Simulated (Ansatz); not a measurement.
CH5Ge, SMILES [CH2][GeH3], multiplicity 2. Atoms are numbered in the order given.

```xyz
7

C      1.5620    -0.1871    -0.0016
Ge    -0.3442     0.0386    -0.0034
H      2.2351     0.6152     0.2788
H      2.0283    -1.1353    -0.2439
H     -0.9391    -0.3051     1.3778
H     -0.7014     1.4986    -0.3280
H     -0.9841    -0.8940    -1.0451
```
Charge 0, spin multiplicity 2.

Geometry optimised at PBE0-D3(BJ)/def2-TZVP. The isomer is the one that the SMILES or the coordinates give; other isomers of the formula were not compared.

Two levels are set side by side: PBE-D3(BJ)/def2-TZVP (Ansatz, a quantum-chemistry and plane-wave program) and PBE0-D3(BJ)/def2-TZVP (Ansatz). Each level has its own optimised geometry; the coordinates shown are those of the second. Differences are taken from unrounded values.

| quantity | PBE0-D3(BJ) |
|---|---|
| mean bond length (Å) | 1.451 |
| bond C1–Ge2 (Å) | 1.919 |
| bond C1–H3 (Å) | 1.084 |
| bond C1–H4 (Å) | 1.084 |
| bond Ge2–H5 (Å) | 1.543 |
| bond Ge2–H6 (Å) | 1.538 |
| bond Ge2–H7 (Å) | 1.538 |

**Question.** What does PBE-D3(BJ) give, and how far is it from PBE0-D3(BJ)? (Estimate from the structure and the level; the computed values follow.)

**Answer.** 
```csv
quantity,PBE-D3(BJ),PBE-D3(BJ) minus PBE0-D3(BJ)
mean bond length (Å),1.460,0.009
bond C1–Ge2 (Å),1.928,0.008
bond C1–H3 (Å),1.091,0.007
bond C1–H4 (Å),1.091,0.007
bond Ge2–H5 (Å),1.553,0.010
bond Ge2–H6 (Å),1.546,0.008
bond Ge2–H7 (Å),1.550,0.013
```

GGA bonds tend to be longer and softer than those of functionals with exact exchange. Differences between two approximate levels are no errors against the true value.
